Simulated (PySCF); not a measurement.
4-cyclopentene-1,3-dione, C₅H₄O₂, SMILES O=C1C=CC(=O)C1, point group C2v.

Level: B3LYP/pcSseg-1 in PySCF (density fitting, grid level 2); geometry and Hessian at that level, cubic constants and property derivatives from steps of ±0.6 along each species' dimensionless normal coordinates, second-order vibrational perturbation theory. The parent has the commonest isotopes.

Equilibrium geometry (Å):

```tsv
atom	x	y	z
O1	0.1764	2.3949	-0.3999
C2	0.1287	1.2050	-0.1942
C3	1.2588	0.3599	0.3000
C4	0.8782	-0.9205	0.4231
C5	-0.5534	-1.0900	0.0266
O6	-1.1686	-2.1302	0.0356
C7	-1.0742	0.2848	-0.3840
H8	2.2365	0.7816	0.5143
H9	1.4814	-1.7592	0.7586
H10	-1.4220	0.2881	-1.4233
H11	-1.9201	0.5963	0.2393
```

Give the equilibrium and ground-state rotational constants (MHz) of parent; ¹³C at 3.


| species | Ae | Be | Ce | A0 | B0 | C0 | Δ0 (u Å²) | harmonic ZPE (cm⁻¹) |
| --- | --- | --- | --- | --- | --- | --- | --- | --- |
| parent | 6688 | 2193.8 | 1669 | 6631.7 | 2183.1 | 1660.1 | -3.272 | 17202 |
| ¹³C at 3 | 6552.8 | 2189.5 | 1658 | 6498.2 | 2178.9 | 1649.2 | -3.271 | 17156 |

Δ0 = Ic − Ia − Ib from the ground-state constants.

How is the parent's vibrational correction B0 − Be made up?


| axis | harmonic | Coriolis | cubic | total (MHz) |
| --- | --- | --- | --- | --- |
| a | 7.46 | -13.1 | -50.7 | -56.3 |
| b | 1.36 | -1.77 | -10.3 | -10.7 |
| c | 0.412 | -0.263 | -9.08 | -8.93 |

And its quartic centrifugal distortion constants from the harmonic force field?

Asymmetric top, A reduction, Ir representation: ΔJ = 0.096 kHz, ΔJK = 0.185 kHz, ΔK = 2.24 kHz, δJ = 0.0248 kHz, δK = 0.286 kHz.

A mode lies under 250 cm⁻¹, where this perturbation treatment is rough.
